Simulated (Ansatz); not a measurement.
Relaxation of AlBrF$_{2}$H$_{2}$ (6 atoms, charge 0, multiplicity 1), to a largest force component of 0.03 eV/Å in at most 50 steps.

These are results of RHF/def2-SVP (Ansatz), not measurements.

```xyz
6
Properties=species:S:1:pos:R:3
Al 0.025 -0.604 -0.383
H 0.007 0.137 2.271
F 1.417 0.177 -0.727
F -1.405 0.107 -0.717
Br 0.083 -2.787 0.497
H 0.028 -0.562 2.133
```

Q: Where does it end, and by what steps?

A: The forces met the threshold. The force dipped under the threshold on the way, but the program's further checks kept it going. After 24 steps the energy has fallen by 0.275 eV; H2 moved furthest, 0.47 Å.

```csv
step,energy less start (eV),largest force component (eV/Å),accepted
0,0.0000,1.575,yes
1,-0.1863,1.242,yes
2,-0.1571,0.761,no
3,-0.2236,0.188,yes
4,-0.2419,0.091,yes
5,-0.2626,0.073,yes
6,-0.2555,0.224,no
7,-0.2695,0.136,yes
8,-0.2452,0.290,no
9,-0.2716,0.022,yes
10,-0.2718,0.012,yes
11,-0.2719,0.007,yes
12,-0.2719,0.005,yes
13,-0.2719,0.006,yes
14,-0.2719,0.016,yes
15,-0.2719,0.026,yes
16,-0.2719,0.036,yes
17,-0.2720,0.039,yes
18,-0.2721,0.038,yes
19,-0.2722,0.035,yes
20,-0.2723,0.035,yes
21,-0.1834,1.759,no
22,-0.2742,0.035,yes
23,-0.2556,0.889,no
24,-0.2750,0.028,yes
```

```xyz
6
Properties=species:S:1:pos:R:3
Al 0.041 -0.702 -0.150
H -0.192 0.255 1.861
F 1.435 0.102 -0.455
F -1.372 0.093 -0.389
Br 0.070 -2.912 0.150
H 0.173 -0.368 2.058
```

Whether the end is a true minimum wasn't checked by a vibrational analysis.

Time of the run: 38 s on 1 thread of Arm Neoverse V2 (shared host), peak memory 0.17 GiB.
